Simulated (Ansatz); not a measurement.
`[NH2][AlH][CH2]Cl` and `C[O][AlH][CH2]Cl` differ in one atom or group.

Ansatz, PBE0-D4/def2-TZVP geometries, multiplicity 1. Each molecule was computed in one conformer, which needn't be the lowest.

| property | `[NH2][AlH][CH2]Cl` |
| --- | --- |
| HOMO–LUMO gap (PBE/def2-TZVPP) / eV | 4.80 |
| LUMO energy (B3LYP/def2-TZVPP) / eV | -0.58 |
| HOMO–LUMO gap (ωB97M-V/def2-TZVPP) / eV | 11.02 |
| HOMO energy (ωB97M-V/def2-TZVPP) / eV | -9.71 |
| HOMO–LUMO gap (B3LYP/def2-TZVPP) / eV | 6.55 |
| LUMO energy (PBE/def2-TZVPP) / eV | -1.20 |

Problem. What does the change do to each property? (Best estimate.)

Solution. The calculation gave: 
```
                               property  `C[O][AlH][CH2]Cl`  shift
    HOMO–LUMO gap (PBE/def2-TZVPP) / eV                4.87   0.07
    LUMO energy (B3LYP/def2-TZVPP) / eV               -0.73  -0.15
HOMO–LUMO gap (ωB97M-V/def2-TZVPP) / eV               11.16   0.14
  HOMO energy (ωB97M-V/def2-TZVPP) / eV               -9.97  -0.26
  HOMO–LUMO gap (B3LYP/def2-TZVPP) / eV                6.74   0.19
      LUMO energy (PBE/def2-TZVPP) / eV               -1.41  -0.21
```

With PBE0 the HOMO falls by 0.32 eV and the LUMO falls by 0.15 eV, so the gap widens by about 0.17 eV. PBE moves the HOMO by -0.28 eV and ωB97M-V by -0.26 eV.

B3LYP here is the variant with VWN-RPA as its local correlation; programs differ in this.
